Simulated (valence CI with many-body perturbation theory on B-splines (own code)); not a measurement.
Results of a calculation; reference values are marked as such.
# Energy levels of Nd39+

Method: valence CI with perturbative core correlation (CI+MBPT): three valence electrons over a frozen Dirac-Fock core [Ar], a basis of 7 s, 7 p, 8 d, 6 f, 4 g, 1 h functions for each j, with the one-electron correlation potential Σ1, the two-electron term Σ2, the three-electron term Σ3, Breit, model QED; selected CI, second order for the rest, scaled by the run's own slope (own B-spline code, finite nucleus).

The last digits are not significant, and no measured levels were compared; by estimate large intervals hold to a few tenths of a per cent, small ones and those within an open d or f shell to about a per cent. Only levels of the ground parity were solved; by the run's estimate the other parity begins above the list, which can be wrong where configurations are misplaced.

Levels 1 to 19 of 19, with energies above the lowest level, (3d3/2^3) J=3/2. "Leading %" is the weight of the configuration and term that name the level; weights of strongly mixed levels are sums over their largest components and can fall short. In the jj column 3d3/2^4 stands for four electrons in 3d with j = 3/2.

```tsv
No.	Configuration	Term	J	E (cm⁻¹)	Leading %	Leading jj	g
1	3d³	⁴F	3/2	0	56	3d3/2^3 (95 %)	0.646
2	3d³	⁴F	5/2	167840	87	3d3/2^2 3d5/2 (97 %)	1.045
3	3d³	⁴P	3/2	212730	40	3d3/2^2 3d5/2 (96 %)	1.226
4	3d³	⁴F	7/2	224260	47	3d3/2^2 3d5/2 (90 %)	1.074
5	3d³	²G	9/2	233420	43	3d3/2^2 3d5/2 (96 %)	1.069
6	3d³	⁴P	1/2	242340	61	3d3/2^2 3d5/2 (99 %)	1.886
7	3d³	⁴P	5/2	359690	59	3d3/2^2 3d5/2 (78 %)	1.377
8	3d³	⁴F	7/2	395670	52	3d3/2 3d5/2^2 (94 %)	1.070
9	3d³	⁴F	9/2	417850	53	3d3/2 3d5/2^2 (92 %)	1.133
10	3d³	⁴P	3/2	449870	42	3d3/2 3d5/2^2 (99 %)	1.138
11	3d³	²P	1/2	466670	61	3d3/2 3d5/2^2 (99 %)	1.437
12	3d³	²H	11/2	480110	100	3d3/2 3d5/2^2 (100 %)	1.084
13	3d³	²D	5/2	493940	64	3d3/2 3d5/2^2 (77 %)	1.176
14	3d³	²F	5/2	523580	47	3d3/2 3d5/2^2 (94 %)	1.104
15	3d³	²F	7/2	540000	86	3d3/2 3d5/2^2 (96 %)	1.105
16	3d³	²D	3/2	629540	50	3d3/2 3d5/2^2 (67 %)	1.058
17	3d³	²G	9/2	639990	55	3d5/2^3 (95 %)	1.132
18	3d³	²D	3/2	744970	73	3d5/2^3 (68 %)	0.963
19	3d³	²D	5/2	796790	65	3d5/2^3 (90 %)	1.150
```

The ionisation energy to 3d² ³F2 of the next ion comes out as 2862.4 eV (NIST: 2861 ± 4 eV (theoretical)). All 19 levels together are meant to be complete up to 828660 cm⁻¹.
